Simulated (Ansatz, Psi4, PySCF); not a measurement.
H3Cl3HfOSi, singlet, geometry from GFN2-xTB (such geometries of metal compounds can be far from the true shape) (core potentials on Hf). Base run: PBE/def2-SVP (PySCF).

The PySCF input:
```python
from pyscf import gto, scf, dft

mol = gto.M(
    atom='''
Hf    0.16198422    0.08986631    0.15434697
Cl    1.67669179    1.12473129    1.46639015
Cl   -0.93563556   -1.30710791    1.53279462
Cl   -1.24341668    1.69597803   -0.55096803
O     0.65066792   -0.87100724   -1.35901133
Si   -0.43731869   -1.45667371   -2.41454629
H    -1.74287364   -1.54049122   -1.70426651
H     0.05106640   -2.77486407   -2.80862422
H    -0.51381059   -0.52475309   -3.54403733
''',
    basis='def2-svp',
    ecp={'Hf': 'def2-svp'},
    verbose=4,
)

mf = dft.RKS(mol)
mf.xc = 'pbe'
mf.kernel()
```

The same geometry, method and basis name were run in Ansatz (an electronic-structure program) and Psi4 and PySCF, at each program's defaults and at the settings that a row names. The base is PySCF at its defaults. Differences at the defaults can come from grids, fitting, cores and function types together.

```
code and settings                                                                             ΔE vs base (µEh)  basis functions       E (Eh)  SCF cycles  dipole (D)
--------------------------------------------------------------------------------------------  ----------------  ---------------  -----------  ----------  ----------
PySCF, defaults (exact integrals, its default grid, spherical functions)                                   0.0              133  -1794.09193          12        1.96
Psi4, defaults (density fitting with its default set, its default grid, spherical functions)              -131              133  -1794.09206          10        1.96
Ansatz, defaults (factorised integrals, its default grid, spherical functions)                            -0.1              133  -1794.09193           -           -
PySCF, density fitting with def2-universal-jkfit                                                          -108              133  -1794.09204          12        1.96
PySCF, fine grid                                                                                          -2.9              133  -1794.09194          12        1.96
Psi4, exact integrals, spherical functions, fine grid                                                     -0.9              133  -1794.09193          14        1.96
Ansatz, high accuracy                                                                                     -0.3              133  -1794.09193           -           -
```
